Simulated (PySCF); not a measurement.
2-(4-methylthiophen-2-yl)pyridine (C10H9NS), SMILES Cc1cc(-c2ccccn2)sc1.

The structure is a stationary point at PBE0-D3(BJ)/def2-SVP. One conformer was computed; it need not be the lowest.

Calculation: r2SCAN/def2-SVP (PySCF).

Symmetry labels are those of the subgroup Cs that the program uses (full group Cs).

Computed valence orbital energies around the gap with their symmetry:
```
orbital  symmetry  energy (eV)
-------  --------  -----------
HOMO−7         A"        -9.28
HOMO−6         A'        -9.07
HOMO−5         A'        -8.51
HOMO−4         A"        -7.54
HOMO−3         A"        -7.22
HOMO−2         A'        -6.14
HOMO−1         A"        -6.14
HOMO           A"        -5.45
LUMO           A"        -2.03
LUMO+1         A"        -1.41
LUMO+2         A"        -0.08
LUMO+3         A'         0.84
```
